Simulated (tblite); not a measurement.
Run record: molecular-dynamics run, `O=C[SiH2]O[SiH2]O[SiH3]`.

Computed with GFN2-xTB (tblite), gas phase: Langevin dynamics at 300 K from the optimised GFN2-xTB geometry, time step 0.5 fs, friction 0.01 fs⁻¹, 2000 steps. The command runs a driver script over a list of jobs; the input below is this job's line of settings and its coordinates in Å. «temperature» is in K, «steps» counts time steps and «every» is the stride of the printed frames; «frames» go on to single points.

Command:
```bash
OMP_NUM_THREADS=1 python probes_run.py task.json out
```

Input:
```
{"job": {"kind": "md", "xc": "GFN2-xTB", "basis": "xTB", "temperature": 300, "steps": 2000, "every": 50, "frames": 5}, "charge": 0, "multiplicity": 1}
O     -4.305702    -0.054125     0.355836
C     -3.255096     0.517591     0.212846
Si    -1.622365    -0.352879    -0.290154
O     -0.573035     0.865620    -0.438147
Si     0.940957     1.399573    -0.706491
O      1.993182     0.192503    -0.536855
Si     2.584087    -1.246922    -0.073618
H     -3.213909     1.617723     0.384654
H     -1.212325    -1.263045     0.777100
H     -1.781742    -1.036183    -1.571422
H      1.011816     1.823492    -2.095057
H      1.185322     2.385162     0.334031
H      3.471971    -0.971295     1.054701
H      3.297809    -1.749321    -1.245023
H      1.474619    -2.119907     0.310032
```

Output:
```
t/fs     T/K      E/eV
    0.0   239.3   -647.47649
   25.0   162.6   -647.30492
   50.0   160.0   -647.13574
   75.0   194.0   -647.18630
  100.0   180.3   -647.07338
  125.0   221.6   -647.16157
  150.0   257.3   -647.15778
  175.0   239.3   -647.02421
  200.0   261.0   -647.06776
  225.0   242.6   -647.07025
  250.0   243.2   -647.13704
  275.0   202.3   -647.17682
  300.0   276.1   -647.15772
  325.0   381.6   -647.21610
  350.0   216.6   -647.06889
  375.0   228.5   -647.11373
  400.0   320.0   -647.07071
  425.0   219.3   -646.95169
  450.0   199.5   -646.95980
  475.0   336.0   -647.10949
  500.0   267.3   -646.98579
  525.0   292.7   -647.14401
  550.0   355.2   -647.07278
  575.0   301.0   -646.99423
  600.0   348.7   -647.05105
  625.0   238.5   -646.71248
  650.0   375.7   -647.04614
  675.0   276.9   -646.92477
  700.0   445.7   -647.01323
  725.0   444.1   -646.89860
  750.0   380.6   -646.99045
  775.0   370.9   -646.98165
  800.0   310.3   -646.99885
  825.0   388.0   -647.01950
  850.0   432.4   -647.07041
  875.0   386.6   -647.06826
  900.0   278.7   -646.87056
  925.0   319.1   -646.94935
  950.0   319.8   -646.86076
  975.0   285.1   -646.97728
 1000.0   355.5   -647.17908
```

E is the potential energy; T comes from the kinetic energy over all 3N coordinates.

**Question.** Sum up the printed frames.

**Answer.** 41 frames over 1000 fs. T runs from 160 K (50 fs) to 446 K (700 fs), with a mean of 292 K over all frames and 342 K from 500 fs on. E starts at -647.476 eV, peaks 0.764 eV above that at 625 fs, and averages 0.486 eV above it from 500 fs on.

**Question.** Give the last frame.

**Answer.** 1.14 Å rms from the start after alignment:
```
atom  x, y, z in Å  |  force x, y, z in eV/Å
O1     -3.647    0.621    1.693   -0.878   0.129   0.043
C2     -2.563    0.355    1.270    0.766   0.038  -0.227
Si3    -1.939    0.297   -0.549   -1.624  -0.446  -0.079
O4     -0.659    1.245   -0.566    0.778   0.235  -0.264
Si5     0.957    1.299   -0.880   -0.397   0.946   0.720
O6      1.694   -0.091   -0.728    0.441  -1.719   0.345
Si7     2.049   -1.572   -0.079    0.205   0.829  -0.310
H8     -1.767    0.140    2.006    0.332  -0.119   0.278
H9     -1.551   -1.115   -0.737   -0.061   0.208  -0.156
H10    -3.104    0.784   -1.398    0.986  -0.218   0.321
H11     1.166    1.528   -2.278   -0.073   0.381  -0.433
H12     1.460    2.152    0.221   -0.191  -0.088  -0.463
H13     1.757   -1.408    1.332    0.151  -0.063   0.295
H14     3.457   -1.712   -0.501   -0.323  -0.061   0.190
H15     1.175   -2.619   -0.581   -0.111  -0.052  -0.261
```

**Question.** Estimate the wall time. Hardware: one thread of an Arm Neoverse N1, shared host. And the peak memory of the process?

**Answer.** About 25 s, with 0.18 GiB resident at the peak, the Python interpreter and its libraries included.
